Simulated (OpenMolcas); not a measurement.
# Tm2+: moving the ligands

Tm2+ with its 6 nearest oxide ions at 2.47 Å, on the Sr site of SrO (a = 5.1602 Å, distance in the model lattice 2.580 Å). The rest of the host is ab initio model potentials to 7.6 Å, with orthogonalisation functions on the cations behind the ligands, and point charges beyond; the distance is set by hand and nothing relaxes. Ligand basis ANO-RCC-VDZP.

```yaml
Program: OpenMolcas 26.06
Method: "SS-CASPT2, IPEA 0.25 Eh, imaginary shift 0.1 Eh (closed shells correlated: 5s 5p and the ligand valence shells)"
Basis: ANO-RCC-VDZP [7s6p4d2f1g]
Scalar_Hamiltonian: DKH2, point nucleus
Active_space: 13 electrons in 7 orbitals (4f)
State_averaging: 2S+1 = 2 odd, 7 roots
Spin-orbit_coupling: state interaction with AMFI integrals over the reference wave functions
```

Runs around this geometry, states (labels of O, the rotations of Oh). Energies in cm-1 above the lowest state or level, χT in cm3 K/mol; under a threefold ground state the first gap can be a small split of the lowest multiplet, not the spin-orbit step.

```json
{"R (Å)": "2.41", "Ground state": "2T1", "First state of that spin": "2T2 470", "First gap with spin-orbit (degeneracies)": "290 (2, 4)", "Width of lowest J": "737", "χT at 300 K": "2.291"}
{"R (Å)": "2.47", "Ground state": "2T1", "First state of that spin": "2T2 470", "First gap with spin-orbit (degeneracies)": "290 (2, 4)", "Width of lowest J": "701", "χT at 300 K": "2.299"}
{"R (Å)": "2.58", "Ground state": "2T1", "First state of that spin": "2T2 370", "First gap with spin-orbit (degeneracies)": "230 (2, 4)", "Width of lowest J": "589", "χT at 300 K": "2.377"}
```

Taking the width of the lowest J multiplet as R^-n, n = -ln(589 / 737) / ln(2.58 / 2.41) = 3.3 between the shortest and longest distance.

Roots that are degenerate in the reference are averaged as groups; the widest CASPT2 spread within a group is 54 cm-1 (the 3-fold group of multiplicity 2 near 368 cm-1 above the lowest state of its run, R = 2.58). Shifts and gaps below about the spread of the groups concerned are not significant. Over all roots computed the reference weight is 0.66 in R = 2.41, 0.66 in R = 2.47, 0.66 in R = 2.58; a low but even weight reflects the number of correlated electrons. Splittings of an f shell from a small cluster at a set distance can be off by tens of per cent, mostly too small. No measured value stands beside these numbers; the geometry was set by hand and not optimised.
